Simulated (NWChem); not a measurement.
# C3H5BO; SMILES C#CB(C)O

```xyz
10

B     -0.0653    -0.4606    -0.0012
C     -0.0059     1.0869     0.0007
C      0.0400     2.3038     0.0030
H      0.0864     3.3785     0.0059
C      1.2373    -1.3315    -0.0009
H      1.0202    -2.4089    -0.0120
H      1.8504    -1.0993     0.8862
H      1.8660    -1.0827    -0.8721
O     -1.2746    -1.0760    -0.0003
H     -2.0084    -0.4515     0.0002
```
Atoms are numbered in this order, from 1.

Level: PBE0/def2-SVP (NWChem), optimised geometry, unscaled harmonic frequencies. 

| frequency (cm⁻¹) | IR intensity (km/mol) |
|---|---|
| 85 | 1.6 |
| 156 | 0.2 |
| 218 | 2.4 |
| 341 | 2.6 |
| 475 | 3.2 |
| 510 | 24.1 |
| 676 | 3.9 |
| 684 | 139.4 |
| 713 | 36.9 |
| 767 | 28.2 |
| 849 | 3.5 |
| 878 | 21.0 |
| 989 | 92.3 |
| 1215 | 177.1 |
| 1319 | 180.4 |
| 1382 | 188.7 |
| 1429 | 6.4 |
| 1448 | 69.7 |
| 2185 | 58.0 |
| 3055 | 0.1 |
| 3137 | 3.1 |
| 3176 | 8.9 |
| 3476 | 46.2 |
| 3893 | 76.1 |

| Quantity | Result |
|---|---|
| zero-point energy | 47.2 kcal/mol |
| thermal correction to the enthalpy at 298.15 K (with zero-point energy) | 51.7 kcal/mol |
| heat capacity Cv | 21.1 cal/(mol K) |
| entropy at 298.15 K and 1 atm (symmetry number 1) | 77.0 cal/(mol K) |
| dipole moment | 1.47 D |

Rigid rotor and harmonic oscillator; modes under 100 cm⁻¹ make the entropy uncertain.
